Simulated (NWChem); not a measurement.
System: GaN2H5O; SMILES [NH2][Ga]([NH2])[OH]

NWChem input:

```
start job
memory heap 200 mb stack 900 mb global 1100 mb
geometry units angstroms noautoz
  Ga     0.020776    -0.016544    -0.032936
  O      1.796745    -0.355703     0.020236
  H      2.317128     0.449554     0.188969
  N     -1.046277    -1.502252     0.078499
  H     -0.604093    -2.399577    -0.137337
  H     -1.986484    -1.474571    -0.322738
  N     -0.617483     1.706520     0.089951
  H     -1.600999     1.867510    -0.144652
  H     -0.050570     2.457883    -0.312094
end
basis spherical
  Ga library 6-311g**
  O library 6-311g**
  H library 6-311g**
  N library 6-311g**
end
dft
  xc pbe0
  iterations 150
  mulliken
end
task dft energy
```

NWChem printed, in part:

```
             Northwest Computational Chemistry Package (NWChem) 7.3.0
             --------------------------------------------------------

 C1  symmetry detected

                             Geometry "geometry" -> ""
                             -------------------------

 Output coordinates in angstroms (scale by  1.889725989 to convert to a.u.)

  No.       Tag          Charge          X              Y              Z
 ---- ---------------- ---------- -------------- -------------- --------------
    1 Ga                  31.0000    -0.00409254     0.00139110    -0.02590566
    2 O                    8.0000     1.74391240    -0.46073818     0.02736004
    3 H                    1.0000     2.31934422     0.30671325     0.19350650
    4 N                    7.0000    -1.17215484    -1.40589796     0.09035308
    5 H                    1.0000    -0.79382547    -2.33250699    -0.12311033
    6 H                    1.0000    -2.10841768    -1.31380709    -0.31049319
    7 N                    7.0000    -0.52045442     1.76514223     0.09232152
    8 H                    1.0000    -1.49050034     1.99371355    -0.14225498
    9 H                    1.0000     0.09723351     2.47395884    -0.31217510

 Effective nuclear repulsion energy (a.u.)     289.2088315923

                                 NWChem DFT Module
                                 -----------------

 Summary of "ao basis" -> "ao basis" (spherical)
 ------------------------------------------------------------------------------
       Tag                 Description            Shells   Functions and Types
 ---------------- ------------------------------  ------  ---------------------
 Ga                         6-311g**                18       44   8s7p3d
 O                          6-311g**                 8       18   4s3p1d
 H                          6-311g**                 4        6   3s1p
 N                          6-311g**                 8       18   4s3p1d

            General Information
            -------------------
          SCF calculation type: DFT
          Wavefunction type:  closed shell.
          No. of atoms     :     9
          No. of electrons :    58
           Alpha electrons :    29
            Beta electrons :    29
          Charge           :     0
          Spin multiplicity:     1
          Use of symmetry is: off; symmetry adaption is: off
          Maximum number of iterations: 150
          AO basis - number of functions:   128
                     number of shells:    62
          Convergence on energy requested:  1.00D-06
          Convergence on density requested:  1.00D-05
          Convergence on gradient requested:  5.00D-04

              XC Information
              --------------
                         PBE0 Method XC Functional
                     Hartree-Fock (Exact) Exchange  0.250
          PerdewBurkeErnzerhof Exchange Functional  0.750
            Perdew 1991 LDA Correlation Functional  1.000 local
           PerdewBurkeErnz. Correlation Functional  1.000 non-local

             Grid Information
             ----------------
          Grid used for XC integration:  medium
          Radial quadrature: Mura-Knowles
          Angular quadrature: Lebedev.
          Tag              B.-S. Rad. Rad. Pts. Rad. Cut. Ang. Pts.
          ---              ---------- --------- --------- ---------
          Ga                  1.30      112          10.0       590
          O                   0.60       49          11.0       434
          H                   0.35       45          12.0       434
          N                   0.65       49          11.0       434
          Grid pruning is: on
          Number of quadrature shells:   484
          Spatial weights used:  Erf1

      Superposition of Atomic Density Guess
      -------------------------------------

 Sum of atomic energies:       -2109.07069288

      Non-variational initial energy
      ------------------------------

 Total energy =   -2110.294222
 1-e energy   =   -3513.744914
 2-e energy   =    1114.241861
 HOMO         =      -0.343131
 LUMO         =      -0.041837

     ---------------------------------------------
      Total Density - Mulliken Population Analysis
     ---------------------------------------------

    Atom       Charge   Shell Charges
 -----------   ------   -------------------------------------------------------
    1 Ga  31    29.43   0.77  1.18  1.04  0.94  0.88  1.16  0.66  0.14  0.50  5.48  4.55  1.43  0.42  0.04  0.11  8.08  1.88  0.16
    2 O    8     9.07   1.08  0.91  1.03  1.03  2.29  0.85  1.87  0.00
    3 H    1     0.58   0.21  0.27  0.06  0.05
    4 N    7     8.11   1.09  0.90  0.81  0.90  1.97  0.73  1.69  0.01
    5 H    1     0.68   0.22  0.34  0.08  0.04
    6 H    1     0.67   0.22  0.33  0.08  0.04
    7 N    7     8.10   1.09  0.90  0.81  0.90  1.97  0.73  1.69  0.01
    8 H    1     0.68   0.22  0.34  0.08  0.04
    9 H    1     0.68   0.22  0.34  0.08  0.04

   convergence    iter        energy       DeltaE   RMS-Dens  Diis-err
 ---------------- ----- ----------------- --------- --------- ---------
 d= 0,ls=0.0,diis     1  -2112.0929866065 -2.40D+03  8.53D-03  2.94D+00
 d= 0,ls=0.0,diis     2  -2112.0155928495  7.74D-02  6.58D-03  1.99D+00
 d= 0,ls=0.0,diis     3  -2112.1615596547 -1.46D-01  2.13D-03  5.96D-01
 d= 0,ls=0.0,diis     4  -2112.2097301459 -4.82D-02  5.48D-04  3.12D-02
 d= 0,ls=0.0,diis     5  -2112.2118290072 -2.10D-03  1.79D-04  2.00D-03
  Resetting Diis
 d= 0,ls=0.0,diis     6  -2112.2120096432 -1.81D-04  3.96D-05  2.17D-04
 d= 0,ls=0.0,diis     7  -2112.2120238676 -1.42D-05  1.40D-05  5.79D-06
 d= 0,ls=0.0,diis     8  -2112.2120236966  1.71D-07  7.37D-06  1.12D-05

         Total DFT energy =    -2112.212023696602
      One electron energy =    -3517.684095073775
           Coulomb energy =     1215.264416798135
    Exchange-Corr. energy =      -99.001177013291
 Nuclear repulsion energy =      289.208831592329

 Numeric. integr. density =       58.000012282065

                       DFT Final Molecular Orbital Analysis
                       ------------------------------------

 Vector   27  Occ=2.000000D+00  E=-3.149588D-01
              MO Center=  1.2D+00, -2.8D-01,  8.4D-03, r^2= 2.2D+00
   Bfn.  Coefficient  Atom+Function         Bfn.  Coefficient  Atom+Function
  ----- ------------  ---------------      ----- ------------  ---------------
    57      0.377459  2 O  pz                53      0.354252  2 O  pz
    49      0.246178  2 O  pz               111      0.106520  7 N  pz
    26      0.104858  1 Ga pz                23      0.103046  1 Ga pz
   107      0.098999  7 N  pz                81      0.093178  4 N  pz
    29      0.080866  1 Ga pz                51     -0.080873  2 O  px

 Vector   28  Occ=2.000000D+00  E=-2.755673D-01
              MO Center= -2.2D-01,  2.9D-01,  9.6D-02, r^2= 4.0D+00
   Bfn.  Coefficient  Atom+Function         Bfn.  Coefficient  Atom+Function
  ----- ------------  ---------------      ----- ------------  ---------------
   111      0.297430  7 N  pz               107      0.242388  7 N  pz
    81      0.240767  4 N  pz                57     -0.217733  2 O  pz
    77      0.198111  4 N  pz                53     -0.194059  2 O  pz
   103      0.167247  7 N  pz                49     -0.136445  2 O  pz
    73      0.136615  4 N  pz               110      0.083531  7 N  py

 Vector   29  Occ=2.000000D+00  E=-2.549005D-01
              MO Center= -8.9D-01, -1.2D-01,  1.5D-01, r^2= 3.5D+00
   Bfn.  Coefficient  Atom+Function         Bfn.  Coefficient  Atom+Function
  ----- ------------  ---------------      ----- ------------  ---------------
    81      0.353274  4 N  pz               111     -0.296547  7 N  pz
    77      0.283213  4 N  pz               107     -0.234244  7 N  pz
    73      0.196173  4 N  pz               103     -0.162929  7 N  pz
   110     -0.102691  7 N  py                79     -0.100281  4 N  px
    31      0.080219  1 Ga d -1             106     -0.076385  7 N  py

 Vector   30  Occ=0.000000D+00  E=-6.198489D-03
              MO Center=  2.9D-02,  3.6D-01, -4.7D-01, r^2= 5.5D+00
   Bfn.  Coefficient  Atom+Function         Bfn.  Coefficient  Atom+Function
  ----- ------------  ---------------      ----- ------------  ---------------
     8      0.758856  1 Ga s                108     -0.608392  7 N  s
    78     -0.529320  4 N  s                 54     -0.315893  2 O  s
    65      0.256158  3 H  s                119      0.248519  8 H  s
    95      0.240778  6 H  s                125      0.227140  9 H  s
    89      0.192369  5 H  s                  7      0.179397  1 Ga s

 Vector   31  Occ=0.000000D+00  E= 2.935833D-02
              MO Center=  3.4D-01,  2.6D-01,  1.9D-01, r^2= 6.9D+00
   Bfn.  Coefficient  Atom+Function         Bfn.  Coefficient  Atom+Function
  ----- ------------  ---------------      ----- ------------  ---------------
    29      0.617551  1 Ga pz                27      0.568467  1 Ga px
    28      0.315736  1 Ga py                26      0.255182  1 Ga pz
   108     -0.245838  7 N  s                 23      0.194214  1 Ga pz
    54     -0.179935  2 O  s                 95      0.172609  6 H  s
   111     -0.172875  7 N  pz               119      0.169898  8 H  s

 Vector   32  Occ=0.000000D+00  E= 3.722129D-02
              MO Center= -5.1D-01, -2.8D-01, -6.0D-03, r^2= 9.3D+00
   Bfn.  Coefficient  Atom+Function         Bfn.  Coefficient  Atom+Function
  ----- ------------  ---------------      ----- ------------  ---------------
    27      0.910315  1 Ga px                28      0.600567  1 Ga py
    78      0.412528  4 N  s                 24     -0.306862  1 Ga px
    29     -0.254102  1 Ga pz                25     -0.245211  1 Ga py
    95     -0.195650  6 H  s                 26     -0.192707  1 Ga pz
    79     -0.176903  4 N  px                74      0.175765  4 N  s

[...]
```

Level: PBE0/6-311G** (spherical d). Coordinates come from a PBE-D3(BJ)/def2-SVP optimisation.
